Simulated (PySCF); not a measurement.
ClFH2N2W, SMILES [NH]=[W](=[NH])([F])[Cl], multiplicity 1.

Geometry optimised at B3LYP-D3(BJ)/def2-SVP. The spin state was assumed, not searched. The structure was generated by enumeration; whether it is a known compound was not checked. The def2 effective core potentials stand for the cores of W; spin–orbit coupling is left out.

Level of theory: PySCF with CAM-B3LYP/def2-TZVP.

Isolated molecule, no solvent.

* **total energy**: -738.00647 hartree
* **point group**: Cs
* **highest occupied level**: -9.58 eV
* **lowest empty level**: -1.05 eV
* **orbital gap**: 8.53 eV
* **dipole moment**: 2.66 D
* **quadrupole, principal values (traceless, Buckingham form, about the centre of nuclear charge)**: -9.74, 1.87, 7.86 D·Å
* **mean static polarisability**: 63.9 bohr³ (9.47 Å³)
* **polarisability, principal values**: 52.5, 68.2, 70.9 bohr³
